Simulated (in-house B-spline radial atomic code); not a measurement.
## The sulfur ion S⁵⁺: [Ne] 3s1

Level of theory: Dirac-Kohn-Sham LC-wPBE, spherical fractional occupations, exact exchange averaged over the configuration, Fermi nucleus of rms radius 3.2611 fm; calculated with a B-spline radial code for spherical atoms.

Z_r = [3n² - l(l+1)]/(2<r>); Z_e = n√(-2ε); the last column is Slater's effective charge. Values are occupation-weighted means over j.

| shell | electrons | ε (eV) | <r> (bohr) | Z_r | Z_e | Slater |
| --- | --- | --- | --- | --- | --- | --- |
| 1s | 2 | -2495.8 | 0.09684 | 15.49 | 13.54 | 15.70 |
| 2s | 2 | -297.55 | 0.4758 | 12.61 | 9.35 | 11.85 |
| 2p | 6 | -242.52 | 0.4379 | 11.42 | 8.44 | 11.85 |
| 3s | 1 | -85.493 | 1.416 | 9.53 | 7.52 | 7.20 |

The least bound orbital is 3s1/2 at -85.49 eV, and it is also the most diffuse (<r> = 1.416 bohr).

Spin-orbit splittings of the orbital energies (j = l + 1/2 above j = l - 1/2 when positive): 2p 1.286 eV.

For the 1s electron the small component carries 0.324 % of the norm, the zero-frequency Breit interaction raises the level by 1.734 eV, self-energy by 0.7679 eV, and vacuum polarisation lowers it by 0.05077 eV.

The density falls to 0.001 bohr⁻³ at 2.537 bohr; Σ<r²> = 4.2786 bohr² gives, by the non-relativistic formula and without the paramagnetism of open shells, a Langevin diamagnetic susceptibility of -3.389×10⁻⁶ cm³/mol.
